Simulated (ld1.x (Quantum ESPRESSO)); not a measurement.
**LDA (PZ) ultrasoft dataset for iron, scalar-relativistic all-electron reference.**

ld1.x (Quantum ESPRESSO) 7.5 input, shortened:

```
&input
   title='Fe', zed=26., rel=1, dft='PZ', iswitch=3,
   config='[Ar] 3d6.5 4s1.5 4p0 4f-2'
 /
 &inputp
   pseudotype=3, tm=.true., lloc=-1, rcloc=2.00,
   nlcc=.false.,
   which_augfun='PSQ', rmatch_augfun_nc=.true.
 /
8
4S  1  0   1.50   0.00  2.15  2.45  0.0
4S  1  0   0.00   4.15  2.15  2.45  0.0
3P  2  1   6.00   0.00  1.20  1.45  0.0
4P  3  1   0.00   0.00  1.20  1.45  0.0
3D  3  2   6.50   0.00  1.20  1.45  0.0
3D  3  2   0.00   0.50  1.20  1.45  0.0
4F  4  3  -2.00   0.25  2.05  2.50  0.0
4F  4  3  -2.00   2.30  2.05  2.50  0.0
 &test
   configts(1)='3p6 3d6.5 4s1.5 4p0'
 /
```

All-electron outer shells of the reference configuration (LDA (PZ), scalar-relativistic, ld1.x):

| shell | level (eV) | outermost node (bohr) | outermost maximum (bohr) |
| --- | --- | --- | --- |
| 2p | -695.26 | – | 0.18 |
| 3s | -91.06 | 0.33 | 0.70 |
| 3p | -57.55 | 0.30 | 0.72 |
| 3d | -5.73 | – | 0.72 |
| 4s | -4.95 | 1.01 | 2.44 |
| 4p | -1.18 | 1.11 | 3.46 |

Results:

```json
{
  "Cutoffs needed": "55 Ry and 90 Ry (the cutoffs (Ry, on a coarse ladder) from which the occupation-weighted sum of valence levels, in a spherical-Bessel basis at the reference potential, stays within 10 and 1 mRy of its value at 400 Ry)",
  "Ghost test": "no extra level below or beside the all-electron valence levels (s, p, d, f tested) (spherical-Bessel basis up to 400 Ry, 20 bohr box)",
  "Configuration tests": "test run stopped at test 4 of 9 (negative rho)",
  "Lowest eigenvalue of the overlap operator": "0.11 (p channel)",
  "Density cutoff estimated by the generator": "327 Ry"
}
```

Generation and tests took about 2.6 s on one core of a shared server CPU.
